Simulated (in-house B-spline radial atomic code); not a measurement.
Values are calculated unless marked as measured or tabulated.
# Ca in an electron gas of r_s = 2.2: phase shifts, screening, friction and resistivity

A nucleus sits in a uniform electron gas with a rigid positive background. The Kohn-Sham equations are solved self-consistently in the spin-unpolarised LDA (PW92), non-relativistic, on B-splines with outgoing waves at the boundary and partial waves to l = 8. The model has no lattice, no bands and no magnetic solution. Atomic units; δ_l are the phase shifts at the Fermi level, counted so that each bound state adds π, and good to about 0.0005.

The density parameter is r_s = 2.2 bohr, near that of the valence electrons of Ga (3 per atom, density 5.91 g/cm³, mass 69.72 u, which gives r_s = 2.19).

| l | δ_l (rad) |
| --- | --- |
| 0 | 8.5195 |
| 1 | 5.9628 |
| 2 | 0.9673 |
| 3 | 0.0202 |
| 4 | 0.0024 |
| 5 | 0.0004 |
| 6 | -0.0002 |
| 7 | -0.0001 |
| 8 | -0.0002 |

Bound levels below the band bottom (hartree): s -143.3, s -14.39, p -11.63, s -1.123, p -0.4671.

Task: Check the Friedel sum rule, and say where the screening charge sits.

Result: k_F = (9π/4)^(1/3)/r_s = 0.87234. The rule is Z = (2/π) Σ (2l + 1) δ_l. The terms are s 5.424, p 11.388, d 3.079, f 0.090 and 0.012 beyond, in all 19.993 against Z = 20. Bound states hold 6 s, 12 p, 0 d electrons, so the scattering states carry 1.99 in all; where a term is smaller than its bound count, the bound level has drawn weight out of the band.

Task: Find the transport cross section and the electronic stopping of a 10 keV Ca ion (mass 40.08 u).

Result: σ_tr = (4π/k_F²) Σ (l + 1) sin²(δ_l − δ_(l+1)). The terms for l = 0 to 3 are 0.3048, 1.8439, 1.9767, 0.0013, all together 4.1267, so σ_tr = 16.513 × 4.1267 = 68.146 bohr². With n = 3/(4π r_s³) = 0.02242, the friction coefficient is Q = n k_F σ_tr = 1.3328. For v well below v_F = 0.872, dE/dx = Q v; with 24801 eV per u at v = 1, v = √(10000/(24801 × 40.08)) = 0.1003, so dE/dx = 0.13368 hartree/bohr = 68.7 eV/nm. The largest term couples the d and f waves.

Task: What residual resistivity would 1 atomic per cent of such centres give in Ga?

Result: Δρ = k_F n_i σ_tr/n in atomic units of 21.74 μΩ·cm. With one host atom per 3 electrons, n_i/n = 0.01/3, so Δρ = 0.8723 × 0.00333 × 68.146 × 21.74 = 4.31 μΩ·cm. This is an atom added to the gas, as on an interstitial site.

Task: On a substitutional site the background of one host ion, a sphere holding 3 charges, is taken out. The phase shifts for l = 0 to 4 become 8.2195, 5.7441, 0.2985, -0.0222, -0.0072. What follows?

Result: The Friedel sum is now 17.00, for Z − 3 = 17. The sum in σ_tr is 1.7853, so σ_tr = 29.48 bohr² and Δρ = 1.86 μΩ·cm per atomic per cent, 0.43 times the value above. A real host ion scatters too, so this model doesn't give zero even for the host's own atom.
